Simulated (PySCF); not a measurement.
## Spinor energies of Cr¹⁷⁺ (chromium, charge +17)

Start: [He] 2s2 2p3; 2p1/2 filled at m_j = -1/2, +1/2; 2p3/2 filled at m_j = +3/2. Calculated with PySCF 2.14 in an even-tempered Gaussian basis (18 s from 3.8 bohr⁻², ratio 2.4; 11 p from 4.9 bohr⁻², ratio 2.4; 5 d from 20 bohr⁻², ratio 2.6; 5 f from 29 bohr⁻², ratio 2.6): generalised Hartree-Fock with the X2C-1e Hamiltonian and a Gaussian nucleus; one run each with spin-orbit coupling (SO) switched off, then screened by Boettger's factors.

| spinor shell | electrons | ε, spin-free (eV) | ε, screened SO (eV) | weight of nominal j (screened SO) | rms radius, screened SO (bohr) |
| --- | --- | --- | --- | --- | --- |
| 1s1/2 | 2 | -6838.6 | -6838.3 | 1.000 | 0.0730 |
| 2s1/2 | 2 | -1369.4 | -1369.4 | 1.000 | 0.298 |
| 2p1/2 | 2 | -1304.0 | -1306.0 | 0.650 | 0.262 |
| 2p3/2 | 1 | -1304.0 | -1300.0 | 1.000 | 0.263 |

```csv
quantity,spin-free,screened SO
E (hartree),-842.33449,-842.39486
M_J,3/2,3/2
⟨J²⟩,3.750,3.753
⟨L²⟩,0.000,0.110
⟨S²⟩,3.750,3.597
```

Each row is a mean over spinors that exchange with the open shell spreads, by up to 52.803 eV (2s1/2).

Rows whose weight is well below 1 are mixtures of j = l ± 1/2: exchange outweighs spin-orbit coupling there, and the label is only the starting occupation.

Without spin-orbit coupling the j labels of p, d and f shells carry no meaning; the spin-free column gives the mean over the occupied spinors of each nl shell.
